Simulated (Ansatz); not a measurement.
`O[SiH]1CB(F)C1`, charge 0, multiplicity 1.

**Question.** Give a relaxed structure at PBE0-D4/def2-TZVP (Ansatz 0.2.0). (An estimate is asked.)

**Answer.** Computed: 
Z-matrix (Å, degrees):
```
Si
C 1 1.889
B 1 2.272 2 43.2
C 1 1.877 2 83.3 3 18.9
O 1 1.646 2 118.3 3 132.0
H 1 1.487 2 113.4 3 -96.0
H 2 1.099 1 104.5 3 -108.6
H 2 1.087 1 126.4 3 122.8
F 3 1.326 1 148.6 2 -104.4
H 4 1.099 1 103.9 2 90.1
H 4 1.087 1 126.1 2 -142.4
H 5 0.958 1 117.8 2 88.9
```
This is one stationary point; other conformers may exist.
